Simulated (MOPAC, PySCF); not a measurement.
[Hf(Cl)2(F)2], neutral singlet in the gas phase. 

Cartesian coordinates (Å):
```xyz
5

Hf    -0.0031     0.0156     0.0065
Cl    -1.7291     1.4278    -0.7186
Cl     1.2407     1.0118     1.7268
F      1.1429    -0.3799    -1.4526
F     -0.7431    -1.6171     0.6272
```
Charge 0, spin multiplicity 1.

All levels are single points at this geometry (r2SCAN-D4/def2-SVP); Pople sets use spherical d functions. Orbital energies aren't observables, and empty levels follow the basis.

```
level                                     HOMO (eV)  LUMO (eV)  gap (eV)  dipole (D)  vertical IE, Delta-SCF (eV)
----------------------------------------  ---------  ---------  --------  ----------  ---------------------------
TPSSh-D3(BJ)/def2-TZVP in PySCF               -9.07      -2.13      6.94        0.01                            –
B3LYP/6-311+G** (LANL2DZ on Hf) in PySCF      -9.74      -2.64      7.10        0.28                            –
M06-2X/6-31G* (LANL2DZ on Hf) in PySCF       -11.22      -1.42      9.80        0.39                            –
HF/6-31G* (LANL2DZ on Hf) in PySCF           -13.26       1.19     14.45        0.46                        13.74
PM6 in MOPAC                                 -11.27      -2.53      8.74        1.74                            –
PM7 in MOPAC                                 -12.11      -1.76     10.35        0.67                            –
```
